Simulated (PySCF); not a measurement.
Dipole moment and polarisability across levels of theory

Compound: ClGeH5OSi.
SMILES with atom numbers: `[Cl:1][SiH2:2][O:3][GeH3:4]` (hydrogens: H5, H6 on Si2; H7, H8, H9 on Ge4)

Structure used (PBE0-D3(BJ)/def2-SVP), in Å, numbered top down from 1:
```
atom  x, y, z in Å
Cl1    1.2879    1.9930   -0.5813
Si2    1.5840    0.0209    0.0092
O3     0.1357   -0.6540    0.3698
Ge4   -1.5812   -0.2473    0.0723
H5     2.4550    0.0330    1.2122
H6     2.2381   -0.6817   -1.1264
H7    -1.9168    1.0302    0.8560
H8    -2.3636   -1.4587    0.5943
H9    -1.7799   -0.0506   -1.4396
```

PySCF, dipoles from the SCF density, polarisabilities from static response with core orbitals frozen. Geometry: PBE0-D3(BJ)/def2-SVP, one conformer, isolated molecule. Relativistic effects, spin–orbit coupling among them, are left out although an element past zinc is present.

The anisotropy is √(½[(α1 − α2)² + (α2 − α3)² + (α3 − α1)²]).

```json
{"level": "LDA/def2-SVPD", "μ (D)": "1.384", "α (Å³)": "11.46", "anisotropy (Å³)": "2.20"}
{"level": "PBE/def2-SVPD", "μ (D)": "1.379", "α (Å³)": "11.23", "anisotropy (Å³)": "2.17"}
{"level": "B3LYP/def2-SVPD", "μ (D)": "1.384", "α (Å³)": "10.83", "anisotropy (Å³)": "1.89"}
{"level": "PBE0/def2-SVPD", "μ (D)": "1.401", "α (Å³)": "10.72", "anisotropy (Å³)": "1.89"}
{"level": "BHandHLYP/def2-SVPD", "μ (D)": "1.401", "α (Å³)": "10.33", "anisotropy (Å³)": "1.64"}
{"level": "CAM-B3LYP/def2-SVPD", "μ (D)": "1.405", "α (Å³)": "10.66", "anisotropy (Å³)": "1.77"}
{"level": "wB97X-D/def2-SVPD", "μ (D)": "1.415", "α (Å³)": "10.61", "anisotropy (Å³)": "1.79"}
{"level": "LC-wPBE/def2-SVPD", "μ (D)": "1.443", "α (Å³)": "10.41", "anisotropy (Å³)": "1.73"}
{"level": "HF/def2-SVPD", "μ (D)": "1.408", "α (Å³)": "9.79", "anisotropy (Å³)": "1.35"}
{"level": "PBE0/6-31G*", "μ (D)": "1.603", "α (Å³)": "8.26", "anisotropy (Å³)": "1.74"}
{"level": "PBE0/def2-SVP", "μ (D)": "1.313", "α (Å³)": "8.73", "anisotropy (Å³)": "1.46"}
{"level": "PBE0/aug-cc-pVDZ", "μ (D)": "1.391", "α (Å³)": "10.83", "anisotropy (Å³)": "1.92"}
{"level": "PBE0/def2-TZVP", "μ (D)": "1.363", "α (Å³)": "10.01", "anisotropy (Å³)": "1.78"}
{"level": "PBE0/def2-TZVPD", "μ (D)": "1.374", "α (Å³)": "10.83", "anisotropy (Å³)": "1.87"}
```

The dipole runs from 1.31 D (PBE0/def2-SVP) to 1.60 D (PBE0/6-31G*). No reference polarisability is at hand; against PBE0 in the largest diffuse basis at hand (def2-TZVPD) the other PBE0 rows deviate by 6-31G* -24%, def2-SVP -19%, def2-SVPD -1%, aug-cc-pVDZ 0%, def2-TZVP -8%. In one basis (def2-SVPD) the functionals order the polarisability from HF (lowest) to LDA (highest), a spread of 17%. With PBE0 the polarisability is 9.00 Å³ without diffuse functions (mean of 6-31G*, def2-SVP and def2-TZVP) and 10.80 Å³ with them (mean of def2-SVPD, aug-cc-pVDZ and def2-TZVPD).

Without π bonds the low states are Rydberg-like; a valence basis with one diffuse set may place them up to an eV too high.
